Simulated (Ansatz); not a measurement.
C$_{2}$H$_{6}$O$_{2}$Sn (`CC(=O)[O][SnH3]`). Charge 0, multiplicity 1. Sn: def2 effective core potential. Geometry: relaxed with PBE0-D4/def2-TZVP.

```xyz
11

C     0.792   -1.741    0.755
C     0.100   -0.619    0.047
O    -0.660   -0.776   -0.897
O     0.359    0.578    0.507
Sn   -0.729    1.867   -0.663
H     0.522   -1.725    1.813
H     1.872   -1.595    0.696
H     0.517   -2.694    0.311
H    -2.387    1.595   -0.436
H    -0.220    3.296    0.127
H    -0.165    1.813   -2.261
```

(1) What is the dipole moment at ωB97M-V/def2-TZVPP? (An estimate is asked.)

(2) And with PBE, r2SCAN, B3LYP? (Estimate.)

(3) Give the Mulliken charges with ωB97M-V, B3LYP, r2SCAN in def2-TZVPP. (Estimate.)

## Answers

(1) Ansatz gave: 0.93 D, with components (0.46, 0.51, 0.62) D in this frame, pointing from negative to positive charge.

(2) The calculation gave: PBE 0.90 D, r2SCAN 0.93 D, B3LYP 0.93 D.

(3) Computed: 
```json
{"atom": "C1", "ωB97M-V": "-0.31", "B3LYP": "-0.26", "r2SCAN": "-0.17"}
{"atom": "C2", "ωB97M-V": "0.41", "B3LYP": "0.37", "r2SCAN": "0.42"}
{"atom": "O3", "ωB97M-V": "-0.41", "B3LYP": "-0.39", "r2SCAN": "-0.41"}
{"atom": "O4", "ωB97M-V": "-0.48", "B3LYP": "-0.47", "r2SCAN": "-0.49"}
{"atom": "Sn5", "ωB97M-V": "0.64", "B3LYP": "0.78", "r2SCAN": "0.75"}
{"atom": "H6", "ωB97M-V": "0.12", "B3LYP": "0.10", "r2SCAN": "0.07"}
{"atom": "H7", "ωB97M-V": "0.12", "B3LYP": "0.10", "r2SCAN": "0.07"}
{"atom": "H8", "ωB97M-V": "0.12", "B3LYP": "0.11", "r2SCAN": "0.08"}
{"atom": "H9", "ωB97M-V": "-0.06", "B3LYP": "-0.11", "r2SCAN": "-0.10"}
{"atom": "H10", "ωB97M-V": "-0.09", "B3LYP": "-0.13", "r2SCAN": "-0.13"}
{"atom": "H11", "ωB97M-V": "-0.06", "B3LYP": "-0.11", "r2SCAN": "-0.10"}
```

B3LYP here is the variant with VWN-RPA as its local correlation; programs differ in this.
